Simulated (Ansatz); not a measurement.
CH$_{4}$OZn, triplet, at a GFN2-xTB geometry of the parent state (such geometries of metal compounds can be far from the true shape) (a higher spin typed on purpose: for a closed-shell molecule this is an excited state); PBE/STO-3G (Ansatz, an electronic-structure program).

Here is a job for Ansatz.
Ansatz 0.2 input:
```yaml
crystal:
  periodic: [false, false, false]
  atoms:
    - {symbol: Zn, position_ang: [-0.01725634, 0.01469602, 0.17610893]}
    - {symbol: C, position_ang: [-0.16999058, 1.58529776, -1.03868649]}
    - {symbol: H, position_ang: [-0.89438198, 2.31293583, -0.69757834]}
    - {symbol: H, position_ang: [-0.47857034, 1.23277719, -2.01677520]}
    - {symbol: H, position_ang: [0.78322230, 2.08823604, -1.14561464]}
    - {symbol: O, position_ang: [0.23277667, -1.66790958, 0.45013089]}
    - {symbol: H, position_ang: [0.26515014, -2.24333970, 1.20777220]}
basis:
  gaussian:
    orbitals: STO-3G
hamiltonian:
  xc: pbe
magnetization: {spin_polarized: true, initial_magnetization: 2}
```

Problem. Predict the main parts of the log of this Ansatz run.

Solution. 
```
Functional definition: PBE
352 factors; integrals over basis functions are off by at most 6.2e-4 eV
mean field evaluation 1: about -50059.5346 eV, gradient 1.8e2 eV
mean field evaluation 2: about -50697.3727 eV, gradient 6.6e1 eV
mean field evaluation 4: about -49703.4515 eV, gradient 2.0e2 eV
mean field evaluation 8: about -50736.4327 eV, gradient 1.0e2 eV
mean field evaluation 16: about -50950.5117 eV, gradient 8.6e-2 eV
mean field evaluation 32: about -50950.3741 eV, gradient 1.3e-5 eV
mean field evaluation 64: about -50950.3694 eV, gradient 2.4e-2 eV
mean field evaluation 96: about -50950.3628 eV, gradient 5.3e-2 eV
mean field evaluation 128: about -50950.3605 eV, gradient 1.5e-1 eV
mean field -50950.37414783 eV, -1872.3917145287 hartree, gradient 3.9e-6 eV, S^2 2.022512; 10 other end points of the search recorded, 0 dependent functions left out
reference -50950.37417039 eV, -1872.3917153577 hartree; 25, 23 occupied and 7, 9 virtual orbitals, 352 factors
Total energy: -50950.37417039 eV, -1872.3917153577 hartree
```
